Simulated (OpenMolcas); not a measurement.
## S³⁺: input and output

Input:

```
&GATEWAY
Coord
1

S 0.0 0.0 0.0
Basis=ANO-RCC
Group=XYZ
NoMove
AngMom=0.0 0.0 0.0
AMFI
&SEWARD
&RASSCF
FileOrb=start.orb
Symmetry=2
Spin=2
nActEl=1 0 1
Inactive=3 3
Ras2=0 3
Ras3=6 0
CIRoot=3 3 1
SDav=3
CIMx=300
Iter=120 100
PrWF=0.3
OrbListing=Nothing
MaxOrb=0
Thrs=2.0e-7 1.0e-1 5.0e-4
Atom
>>> COPY $Project.JobIph JOB001
&RASSCF
FileOrb=start.orb
Symmetry=1
Spin=2
nActEl=1 0 1
Inactive=3 3
Ras2=0 3
Ras3=6 0
CIRoot=6 6 1
SDav=6
CIMx=300
Iter=120 100
PrWF=0.3
OrbListing=Nothing
MaxOrb=0
Thrs=2.0e-7 1.0e-1 5.0e-4
Atom
>>> COPY $Project.JobIph JOB002
&RASSI
NrOfJobIphs=2 3 6
1 2 3
1 2 3 4 5 6
IphNames
JOB001
JOB002
EJob
SpinOrbit
DIPRint=1.0
SOCoupling=1000.0
Subsets=2
MEES
Property=10
'ANGMOM' 1 'ANGMOM' 2 'ANGMOM' 3 'MLTPL  1' 1 'MLTPL  1' 2 'MLTPL  1' 3
'AMFI' 1 'AMFI' 2 'AMFI' 3 'MLTPL  2' 6
SOProperty=3
'ANGMOM' 1 'ANGMOM' 2 'ANGMOM' 3
```

Launched by
```bash
OMP_NUM_THREADS=1 MOLCAS_MEM=2252 MOLCAS_PROJECT=a pymolcas a.inp > a.log  # once for each step of the input, in one work folder
```

A driver script runs the steps one by one and writes start.orb anew before each from the orbitals found so far.

Output, cut to the results:

```
--- SEWARD ---
Basis set label: S.ANO-RCC.........

      Electronic valence basis set:
      ------------------
      Associated Effective Charge  16.000000 au
      Associated Actual Charge     16.000000 au
      Nuclear Model: Point charge

      Shell  nPrim  nBasis  Cartesian Spherical Contaminant
         s      17       8        X
         p      12       7        X
         d       5       5                 X
         f       4       4                 X
         g       2       2                 X
                  Relativistic Douglas-Kroll-Hess integrals:
                    - DKH order of Hamiltonian: 2
                    - DKH order of Properties : 0
                  Atomic mean-field integrals
--- RASSCF ---
Wave function specifications:
      -----------------------------

      Number of closed shell electrons          12
      Number of electrons in active shells       1
      Max number of holes in RAS1 space          0
      Max nr of electrons in RAS3 space          1
      Number of inactive orbitals                6
      Number of active orbitals                  9
      Number of secondary orbitals              85
      Spin quantum number                      0.5
      State symmetry                             2
Orbital specifications:
      -----------------------

      Symmetry species                           1   2
                                                ag  au
      Frozen orbitals                            0   0
      Inactive orbitals                          3   3
      Active orbitals                            6   3
      RAS1 orbitals                              0   0
      RAS2 orbitals                              0   3
      RAS3 orbitals                              6   0
      Secondary orbitals                        42  43
      Deleted orbitals                           0   0
      Number of basis functions                 51  49
      Number of CSFs                             3
      Number of root(s) required                 3
      Iter CI   SX   CI       RASSCF       Energy    max ROT     max BLB   max BLB  Level Ln srch  Step   QN
          iter iter root      energy       change     param      element    value   shift minimum  type update
 Nr of preliminary CI iterations:   1
 ###############################################################################
 ###############################################################################
 ###                                                                         ###
 ###                                                                         ###
 ###    WARNING: Problems in orbital optimization.                           ###
 ###                                                                         ###
 ###                                                                         ###
 ###############################################################################
 ###############################################################################
  Warning: In symmetry  1, orbital p=   4 has diagonal density matrix element D(p,p) close to zero. D(p,p)=  0.000000E+00
  Warning: In symmetry  1, orbital p=   5 has diagonal density matrix element D(p,p) close to zero. D(p,p)=  0.000000E+00
        ...
  Warning: In symmetry  1, orbital p=   7 has diagonal density matrix element D(p,p) close to zero. D(p,p)=  0.000000E+00
  Warning: In symmetry  1, orbital p=   8 has diagonal density matrix element D(p,p) close to zero. D(p,p)=  0.000000E+00
  Warning: In symmetry  1, orbital p=   9 has diagonal density matrix element D(p,p) close to zero. D(p,p)=  0.000000E+00
        4   1    2    0  -396.15966971   -1.02E-12   9.29E-08    3  10 1 -5.80E-07   0.50   0.00    SX    NO
      Convergence after  4 iterations
        5   1    2    0  -396.15966971   -2.84E-13   9.29E-08    3  10 1 -1.83E-07   0.50   0.00    SX    NO
      Natural orbitals and occupation numbers for root  1
      sym 1:   0.000000   0.000000   0.000000   0.000000   0.000000   0.000000
      sym 2:   1.000000  -0.000000   0.000000
      Natural orbitals and occupation numbers for root  2
      sym 1:   0.000000   0.000000   0.000000   0.000000   0.000000   0.000000
      sym 2:   0.000000   0.000000   1.000000
      Natural orbitals and occupation numbers for root  3
      sym 1:   0.000000   0.000000   0.000000   0.000000   0.000000   0.000000
      sym 2:   0.000000   1.000000   0.000000
::    RASSCF root number  1 Total energy:   -396.15966971
...
--- RASSI ---
SPIN-FREE ENERGIES:
  (Shifted by EMIN (a.u.) =       -396.1596697103)

 SF State       Relative EMIN(au)   Rel lowest level(eV)    D:o, cm**(-1)      L_eff

     1             0.0000000000        0.0000000000              0.0000         1.0
     2             0.0000000000        0.0000000000              0.0000         1.0
     3             0.0000000000        0.0000000000              0.0000         1.0
     4             0.6567076799       17.8699263276         144130.6760         2.0
     5             0.6567076799       17.8699263276         144130.6760         2.0
     6             0.6567076799       17.8699263276         144130.6760         2.0
     7             0.6567076799       17.8699263276         144130.6760         2.0
     8             0.6567076799       17.8699263276         144130.6760         2.0
     9             0.8170876002       22.2340862856         179329.9998         0.0
     Dipole printing threshold changed to   1.00000000E+00

++ Dipole transition strengths (spin-free states):
   -----------------------------------------------
     for osc. strength at least  1.00000000E+00

  ( Max oscillator strength is only   0.35617728959282963      )
--
Eigenvalues of complex Hamiltonian:
   -----------------------------------
  (Shifted by EMIN (a.u.) =       -396.1596697103)

 SO State       Relative EMIN(au)   Rel lowest level(eV)    D:o, cm**(-1)     J-value

     1            -0.0026672004        0.0000000000              0.0000         0.4
     2            -0.0026672004        0.0000000000              0.0000         0.4
     3             0.0013336002        0.1088673315            878.0742         1.0
     4             0.0013336002        0.1088673315            878.0742         1.0
     5             0.0013336002        0.1088673315            878.0742         1.3
     6             0.0013336002        0.1088673315            878.0742         1.3
...
```

The J values that RASSI prints are effective ones from its own formula and need not be integers or half-integers; the table below assigns J from the states.

Levels above the lowest, from the spin-orbit matrix, grouped by J:

```
Configuration  Term    J  E (cm⁻¹)  Measured (cm⁻¹)      g  Term weight %
       3s² 3p   ²P°  1/2       0.0              0.0  0.666            100
       3s² 3p   ²P°  3/2       878              951  1.334            100
       3s² 3d    ²D  3/2    144702           152133  0.800            100
       3s² 3d    ²D  5/2    144726           152147  1.200            100
       3s² 4s    ²S  1/2    179915           181448  2.002            100
```

Against the 4 measured excited levels shown (NIST levels in Podobedova, Kelleher and Wiese, J. Phys. Chem. Ref. Data 38, 171 (2009)) the mean absolute deviation is 4100 cm-1; the largest miss in energy is 3s² 3d ²D_3/2: computed 144702, measured 152133 cm⁻¹ (-4.9 %), and the largest in proportion 3s² 3p ²P°_3/2 (-7.7 %).

ANO sets are built for valence states and can reach diffuse excited orbitals poorly, and with the s shell closed the s pⁿ⁺¹ terms that mix with these levels are absent. With one active electron the reference holds no correlation, so core polarisation is missing. Measured partners are found by configuration, term and J. A level has none where our copy of the source lacks it or the pairing is in doubt (some pairs that miss far off the trend of their configuration count as doubtful), and it then counts in no deviation. Levels of configurations outside the active space are missing.

The RASSCF and RASSI steps took 20 s on 1 thread of Arm Neoverse N1, on a shared host; the integral step is not counted.

The term weight is that of the spin-free term in the level, not the purity of its configuration. ° marks odd parity.
